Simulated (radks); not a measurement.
Values are calculated unless marked as measured or tabulated.
Task: Valence configurations of neutral lithium (all share [He]). Code: a radial shooting solver on a logarithmic mesh with Libxc functionals. Model: scalar-relativistic Kohn-Sham, LDA (Slater exchange, Perdew-Wang correlation), spin-polarised, spherical densities, finite nucleus; open shells are filled with parallel spins first; Fermi nuclear charge, rms radius 2.444 fm. Order these by energy: 2s0.5 2p0.5; 2s1; 2p1.

Result: From the lowest, in eV above it: 2s1 0.000; 2s0.5 2p0.5 0.910; 2p1 1.817. NIST lists [He] 2s1 as the ground configuration; this level of theory agrees among the configurations tried. The energies are those of spherical high-spin densities, not of single terms.
